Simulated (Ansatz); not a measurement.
Consider the atomization: `OB([SiH3])CI` → B• + C• + 6 H• + I• + O• + Si•.

Program: Ansatz. Geometries: PBE0-D4/def2-TZVP. ΔE: electronic, gas phase. CBS: MP2 limit from def2 TZ/QZ plus the TZ coupled-cluster correction, frozen cores. This one scheme is used for every species, atoms too. Functionals use def2-TZVPP. B3LYP here is the variant with VWN-RPA as its local correlation; programs differ in this. No spin–orbit coupling; open shells (•) take unrestricted orbitals. Spin–orbit coupling would lower the free atoms: a little for B, C, O, Si; strongly for I. def2 core potentials past Kr. For I outer-core shells are correlated without core-valence functions, so the limit isn't a true one: a few kJ/mol of doubt a bond, and 10 to 20 or more in all where bonds break to atoms. One conformer a species, not always the lowest.

What is ΔE at CCSD(T)/CBS? (Estimate.)

The calculation gave: +3794.2 kJ/mol.

What do these levels give: PBE-D4, B3LYP-D4, B2PLYP, r2SCAN, HF/def2-TZVPP, HF/def2-QZVPP? (Best estimate.)

Ansatz gave: PBE-D4 3845.2, B3LYP-D4 3783.1, B2PLYP 3739.6, r2SCAN 3797.4, HF/def2-TZVPP 2796.2, HF/def2-QZVPP 2800.5 kJ/mol.

Largest T1 diagnostic among the species: 0.014.

The D4 term adds +45.4 kJ/mol with B3LYP and +23.9 kJ/mol with PBE0; it sums over pairs of atoms, weighted by their polarisabilities, and B3LYP, whose exchange is more repulsive, gets the larger term. From PBE to PBE0 (25 % exact exchange), in def2-TZVPP and without D4, ΔE moves by −53.0 kJ/mol: exact exchange takes away binding that semilocal exchange gives to molecules.

For atomizations the MP2-based limit and the directly extrapolated one differ by several kJ/mol either way, and by 10 to 25 for some Ge, Se and Sn compounds, so smaller differences from it don't rank the levels.
